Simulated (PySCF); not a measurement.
## Atomic charges by several schemes

Compound: C3H13NOSi3.
Cartesian coordinates in Å at the GFN2-xTB level; atoms count from 1:
```xyz
21
C3H13NOSi3 angstrom
C      3.1090    0.0286    0.5259
C      1.6326    0.3070    0.4039
O      1.1027    1.3441    0.7807
N      0.8576   -0.6338   -0.1465
Si    -0.8612   -0.1348   -0.2038
C     -1.6205   -1.6977   -1.0195
Si    -0.9354    1.6987   -1.6435
Si    -1.5307    0.0696    2.0202
H      3.6050    0.8752    0.9913
H      3.2676   -0.8616    1.1321
H      3.5349   -0.1436   -0.4610
H      1.2683   -1.4976   -0.4617
H     -1.2202   -1.8877   -2.0120
H     -2.6919   -1.5641   -1.1254
H     -1.4662   -2.5939   -0.4241
H      0.3292    1.9532   -2.3441
H     -1.3129    2.9294   -0.9497
H     -1.9362    1.5084   -2.7064
H     -1.8424    1.4527    2.3764
H     -2.7542   -0.7071    2.2802
H     -0.5440   -0.4279    2.9864
```

Density: PBE0/pcSseg-1 (PySCF); schemes: Mulliken, IAO, Hirshfeld and ESP-fitted. Isolated species at its GFN2-xTB geometry (one conformer only).

**Question.** What partial charge does each atom carry?

**Answer.** In e:

```
atom                       environment  Mulliken     IAO  Hirshfeld  ESP-fitted
  C1  methyl carbon next to a carbonyl    -0.237  -0.475     -0.119      -0.575
  C2             amide carbonyl carbon    +0.356  +0.441     +0.181      +0.786
  O3                      amide oxygen    -0.464  -0.510     -0.250      -0.573
  N4                    amide nitrogen    -0.612  -0.584     -0.199      -0.799
 Si5           four-coordinate silicon    +0.379  +0.617     +0.260      +0.612
  C6                  Si-methyl carbon    -0.619  -0.706     -0.220      -0.766
 Si7                      SiH3 silicon    +0.277  +0.293     +0.198      +0.141
 Si8                      SiH3 silicon    +0.277  +0.294     +0.198      +0.145
  H9                   methyl hydrogen    +0.147  +0.175     +0.057      +0.173
 H10                   methyl hydrogen    +0.138  +0.162     +0.054      +0.154
 H11                   methyl hydrogen    +0.138  +0.163     +0.054      +0.154
 H12                amide N–H hydrogen    +0.188  +0.272     +0.134      +0.390
 H13                   methyl hydrogen    +0.137  +0.152     +0.039      +0.191
 H14                   methyl hydrogen    +0.145  +0.157     +0.040      +0.173
 H15                   methyl hydrogen    +0.137  +0.152     +0.039      +0.190
 H16                     Si–H hydrogen    -0.063  -0.093     -0.073      -0.044
 H17                     Si–H hydrogen    -0.052  -0.093     -0.074      -0.065
 H18                     Si–H hydrogen    -0.077  -0.114     -0.085      -0.088
 H19                     Si–H hydrogen    -0.052  -0.093     -0.074      -0.065
 H20                     Si–H hydrogen    -0.078  -0.114     -0.086      -0.089
 H21                     Si–H hydrogen    -0.063  -0.093     -0.073      -0.045
```

Mean size of the charges over all atoms: ESP-fitted 0.296 e, IAO 0.274 e, Mulliken 0.221 e, Hirshfeld 0.119 e. Each set sums to the total charge, 0, to within 0.001 e. The ESP scheme fits charges at the nuclei, held to the total charge, to the electrostatic potential on points at 1.4 to 2.0 times the van der Waals radii.

Lowest charge. The schemes don't all agree: Mulliken C6 (-0.619); IAO C6 (-0.706); Hirshfeld O3 (-0.250); ESP-fitted N4 (-0.799).

Highest charge. The schemes don't all agree: Mulliken Si5 (+0.379); IAO Si5 (+0.617); Hirshfeld Si5 (+0.260); ESP-fitted C2 (+0.786).

**Question.** How closely do the schemes follow one another over all atoms?

**Answer.** Correlation coefficient and root-mean-square difference: Mulliken with IAO 0.98, 0.084 e; IAO with ESP-fitted 0.97, 0.110 e; IAO with Hirshfeld 0.95, 0.206 e; Mulliken with ESP-fitted 0.95, 0.155 e; Mulliken with Hirshfeld 0.94, 0.155 e; Hirshfeld with ESP-fitted 0.89, 0.279 e.

**Question.** Sum the charges by element, for elements with more than one atom.

**Answer.** 
| element | atoms | Mulliken | IAO | Hirshfeld | ESP-fitted |
| --- | --- | --- | --- | --- | --- |
| C | 3 | -0.501 | -0.740 | -0.159 | -0.555 |
| Si | 3 | +0.932 | +1.204 | +0.656 | +0.899 |
| H | 13 | +0.644 | +0.631 | -0.048 | +1.029 |

**Question.** How many electrons does the ESP-fitted scheme count on O3?

**Answer.** Z − q = 8 − (-0.573) = 8.573.
